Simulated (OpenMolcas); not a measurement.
## La: CASPT2 settings compared

```yaml
Program: OpenMolcas
Basis: ANO-R2 [8s6p5d2f1g]
Scalar_Hamiltonian: X2C, finite nucleus
Active_space: 3 electrons in 6 orbitals (5d 6s)
State_averaging: 2S+1 = 2 even, 70 roots; 2S+1 = 4 even, 20 roots kept (CI in the orbitals of an earlier block)
Spin-orbit_coupling: RASSI with atomic mean-field integrals over the reference wave functions, term energies averaged over their components
```

Methods on the same reference wave functions:
A. CASSCF
B. SS-CASPT2, IPEA 0.3 Eh, sigma1 regulariser 0.25 Eh (closed shells correlated: 5s 5p)
C. SS-CASPT2, IPEA 0.3 Eh, no level shift (closed shells correlated: 5s 5p)
D. SS-CASPT2, IPEA 0 Eh, imaginary shift 0.3 Eh (closed shells correlated: none)
E. MS-CASPT2, IPEA 0.3 Eh, sigma1 regulariser 0.25 Eh (closed shells correlated: 5s 5p)
F. MS-CASPT2, IPEA 0 Eh, imaginary shift 0.3 Eh (closed shells correlated: none)

Energies in cm-1 above 5d 6s2 2D 3/2, the measured ground level; measured values from NIST Handbook of Basic Atomic Spectroscopic Data.

```
               Level      A      B      C      D      E      F  Measured
5d 6s2 2D 3/2 [58 %]    0.0    0.0    0.0    0.0    0.0    0.0       0.0
5d2 6s 4F 5/2 [74 %]    580   2270   2310   1948   2760   2080      3010
5d2 6s 4F 3/2 [58 %]    658   1938   1980   1617   2430   1744      2668
5d 6s2 2D 5/2 [74 %]   1134    729    729    726    880    807      1053
       5d2 6s 4F 7/2   1199   2710   2750   2380   3240   2530      3495
       5d2 6s 4F 9/2   1806   3320   3360   2990   3850   3150      4122
       5d2 6s 4P 1/2   6522   7280   7550   6500   7810   6660      7231
       5d2 6s 4P 3/2   6757   7520   7770   6750   8050   6910      7491
5d2 6s 4P 5/2 [73 %]   7072   7730   7920   6980   8250   7110      7680
       5d2 6s 2P 1/2   8472   8410   8460   7960   8790   8030      9044
       5d2 6s 2F 5/2   8781   7150   7010   6580   7540   6620      7012
       5d2 6s 2F 7/2   9534   8020   7880   7460   8460   7560      8052
       5d2 6s 2G 9/2  10134   9950  10140   9560  10350   9630      9920
       5d2 6s 2G 7/2  10160   9880  10060   9480  10330   9600      9961
          5d3 4F 3/2  10688  11620  11900  11510  12150  11660     12431
   5d3 4F 5/2 [73 %]  11072  12000  12290  11890  12530  12050     12787
5d2 6s 2D 5/2 [71 %]  11312   8940   8920   8250   9770   8460      9184
          5d3 4F 7/2  11638  12500  12780  12390  13020  12540     13238
          5d3 4F 9/2  12232  13070  13350  12960  13590  13100     13747
          5d3 4P 1/2  16981  16520  16870  16280  17050  16430     16617
          5d3 4P 3/2  17176  16680  17020  16420  17190  16550     16735
          5d3 4P 5/2  17494  17030  17380  16780  17550  16920     17099
          5d3 2G 7/2  19056  17280  17440  16820  17910  17020     17023
         5d3 2H 11/2  19633  18560  18870  18680  19090  18830
```

Deviations, from unrounded energies. A percentage is the sum of absolute deviations over the sum of measured energies, with the sign that they share, or ± where signs differ.

```
                  Against measurement  Levels      A      B      C      D      E      F
       mean absolute deviation (cm-1)      22   1200    370    390    700    390    570
fine structure of the ground term (%)       1   +7.7  -30.8  -30.8  -31.1  -16.4  -23.4
             other configurations (%)      21  ±13.1   ±3.8   ±3.9   -7.2   ±4.0   ±5.8
```

B, C, E lie about equally close to measurement and A furthest from it. The largest miss of B in the table is 5d3 4F 3/2, by -810 cm-1. The ranking rests on the paired levels alone, and a cruder setting can come out closer through cancelling errors.

Among B to F the level of the table that moves most is 5d2 6s 2D 5/2 [71 %], by 1500 cm-1 (lowest in D, highest in E). Moves below CASPT2's spread within the term are not significant.

The mean deviations of B to F differ by less than CASPT2's widest spread within a term (920 cm-1), so their order carries little weight.

The lowest spin-free term lies below A's lowest term by 0.239 hartree in B, 0.241 hartree in C, 0.023 hartree in D, 0.242 hartree in E, 0.024 hartree in F.

Term energies are means over components that CASPT2 splits; among the terms shown or strongly mixed into the levels shown the widest spread is 920 cm-1 (5d2 6s 2F, C). Over all roots computed the reference weight is 0.84 to 0.91 in C; the roots of lowest weight are the least certain, and an intruder state may touch them. Terms from blocks run as CI alone lack orbitals of their own. Configurations are named by rounded mean occupations; where the s occupation lies near a half they are strongly mixed, a name can repeat and a true partner stay unpaired. A single d shell beside an s shell can misplace configurations of different d count against each other. The CASPT2 spread within a term exceeds the gap to the next term for 5d2 6s 2F and 5d2 6s 4P, so the order of their levels is uncertain, and so are names and mixing where such terms share a J (figures for B; the like holds for C, D, E, F). Without dynamic correlation excited terms often stand tens of per cent too high (terms of higher spin than the ground term too low), and those without a measured partner can miss by more than the paired ones (holds for A). Some levels mix across a computed gap that differs much from the measured one, so their mixing is not that of the real levels (holds for A; C; D; F). Computed and measured levels are paired by configuration, term and J; levels that our copy of the source lacks, or whose pairing is in doubt (as where it misses far off the trend of its configuration), stay unpaired and out of the deviations. Only configurations of the active space appear. Levels that lie high or do not pair safely by name in every column are left out.

A share in square brackets marks a mixed level and gives the weight of the term that names it, the lowest over the columns.
